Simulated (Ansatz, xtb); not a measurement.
B2FH4Si: where a starting geometry ends

The starting geometry of this gas-phase doublet was built from a drawn formula by distance geometry and a force field; its bonds are those of `[BH3-][B+][SiH]F`.

```xyz
8

B    -0.1711   -1.7487    0.7124
B    -1.5540   -1.6261    0.2178
F    -2.8703   -1.4863   -1.6901
Si   -2.7198   -0.5196   -0.3117
H    -0.2645   -2.0817    1.8440
H     0.6318   -0.8400    0.6326
H     0.1321   -2.6170   -0.0003
H    -2.0423    0.7129   -0.6811
```

Task: Predict what it relaxes into with r2SCAN-D4/def2-SVP.

Result: It rearranges to `BB[SiH]F`. Distances that change by over a tenth: B1–B2 (1.47 → 1.65 Å), B2–Si4 (1.69 → 1.90 Å). Contacts that open: B1–H7 (1.16 → 2.48 Å). Contacts that close: B2–H7 (1.97 → 1.21 Å).

The energy falls by 3.63 eV over 22 steps:

```json
{"step": "1", "E − E(last) (eV)": "3.631"}
{"step": "3", "E − E(last) (eV)": "1.678"}
{"step": "6", "E − E(last) (eV)": "1.208"}
{"step": "8", "E − E(last) (eV)": "0.644"}
{"step": "10", "E − E(last) (eV)": "0.358"}
{"step": "13", "E − E(last) (eV)": "0.214"}
{"step": "15", "E − E(last) (eV)": "0.125"}
{"step": "17", "E − E(last) (eV)": "0.017"}
{"step": "20", "E − E(last) (eV)": "0.000"}
{"step": "22", "E − E(last) (eV)": "0.000"}
```

Final geometry (Å):

```yaml
atoms:
  - { symbol: B, position_ang: [0.1034, -1.5212, 1.1683] }
  - { symbol: B, position_ang: [-0.9280, -1.8522, -0.0766] }
  - { symbol: F, position_ang: [-3.2631, -1.0821, -1.9727] }
  - { symbol: Si, position_ang: [-2.2764, -0.6915, -0.7404] }
  - { symbol: H, position_ang: [-0.1584, -1.8095, 2.3175] }
  - { symbol: H, position_ang: [1.1880, -1.0066, 0.9918] }
  - { symbol: H, position_ang: [-0.8552, -2.9216, -0.6465] }
  - { symbol: H, position_ang: [-2.6683, 0.6783, -0.3178] }
```

From the same start GFN2-xTB reaches the same bonding as this run.

No frequencies were run, so the end isn't proven a minimum. Open shells are spin-unrestricted. Run with Ansatz 0.2.0, 2.8 min on 1 thread of Arm Neoverse V1, on a shared host.
